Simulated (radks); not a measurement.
The numbers below are computed, except where a source is named.
Effect of the nuclear size on neutral silicon, [Ne] 3s2 3p2. Level of theory: Dirac Kohn-Sham, BLYP, spin-unpolarised, spherical densities, finite nucleus; open shells are shared between the two j in proportion to 2j + 1; Fermi nuclear charge, rms radius 3.1224 fm (a radial shooting solver on a logarithmic mesh with Libxc functionals). The rms radius is varied about that value; shifts are against it.

| rms radius (fm) | total energy shift (eV) | density at nucleus (e/bohr^3) | 1s1/2 shift (meV) |
|---|---|---|---|
| 2.6103 | -0.00160 | 1915 | -0.665 |
| 2.9288 | -0.000636 | 1912 | -0.265 |
| 3.1224 | 0 | 1911 | 0.000 |
| 3.3628 | 0.000846 | 1909 | 0.353 |
| 3.5377 | 0.00150 | 1907 | 0.625 |

Slopes of the eigenvalues against <r^2> in GHz/fm^2, as finite differences over the two radii next to the reference (eigenvalue slopes, not the field-shift constants of lines): 1s1/2 54.7.
